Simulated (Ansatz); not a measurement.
## Abstraction of H: C3H6O2 + B(CH2)(CH3)(NH2) → C3H5O2 + B(CH3)2(NH2)

Species: C3H6O2 (methyl acetate) `COC(C)=O`, singlet; B(CH2)(CH3)(NH2), doublet; C3H5O2 `[CH2]OC(C)=O`, doublet; B(CH3)2(NH2), singlet. A radical takes H: the energy is the difference in strength between two C–H bonds in different surroundings.

Shapes, held fixed at every level: PBE0-D4/def2-TZVP. Flexible molecules stand in one conformer, not always the lowest. Programs: Ansatz 0.2.0. The zero-point and thermal change to 298 K, harmonic and unscaled (PBE0-D4/def2-TZVP), is -4.3 kJ/mol.

```csv
level,kind,ΔH(298 K) (kJ/mol),less CCSD(T)/CBS estimate,CPU time (sum over the molecules)
MP2/def2-TZVPP,perturbation theory,+8.6,-0.2,–
HF/def2-SVP,Hartree–Fock,+18.8,+10.0,–
PBE-D4/def2-TZVPP,GGA,-0.9,-9.7,41 s
B3LYP-D4/def2-TZVPP,global hybrid,+5.1,-3.7,65 s
wB97M-V/def2-TZVPP,range-separated hybrid,+5.5,-3.3,2.6 min
wB97X-V/def2-TZVPP,range-separated hybrid,+5.5,-3.3,2 min
B2PLYP/def2-TZVPP,double hybrid,+6.7,-2.1,82 s
CCSD(T)/CBS estimate,coupled cluster or CI,+8.8,0.0,2 h
```

The highest level, CCSD(T)/CBS estimate, gives ΔH(298 K) = +8.8 kJ/mol; the levels span -0.9 to +18.8. They disagree on the sign: 7 of 8 are positive. The column of differences is taken from that level and isn't an error. No measured value is set beside it here. Open shells run unrestricted. The CBS estimate extrapolates MP2 from def2-TZVPP and def2-QZVPP and adds CCSD(T) − MP2 in the triple-zeta set, cores frozen. Times are processor times on shared x86 and Arm servers, and rough.
